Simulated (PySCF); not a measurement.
These are PySCF with B3LYP-D3(BJ)/def2-TZVP // B3LYP-D3(BJ)/def2-SVP values and carry that method's errors. Gas-phase values, no solvent. One relaxed conformer stands for a flexible species; it need not be the lowest. B3LYP has the VWN-RPA correlation part, as in Gaussian. Delta-SCF ions had no search for a lower state. 

Reference species (SMILES): `CC[Si](Br)(Br)Br` (C–C–Si–Br torsion 60°) (neutral, multiplicity 1).

```
Item                                      Result
--------------------------------------  --------
LUMO                                    -1.25 eV
vertical ionisation energy (Delta-SCF)  10.09 eV
```

Changed species: `Br[Si](Br)(Br)Br` (0 of 4 Br replaced by C2H5; the reference has 1 of 4 Br replaced by C2H5).

Question: What does the change do to the LUMO and vertical ionisation energy (Delta-SCF)?

Answer: the LUMO falls by 0.93 eV, to -2.18 eV; the vertical ionisation energy (Delta-SCF) rises by 0.25 eV, to 10.34 eV.
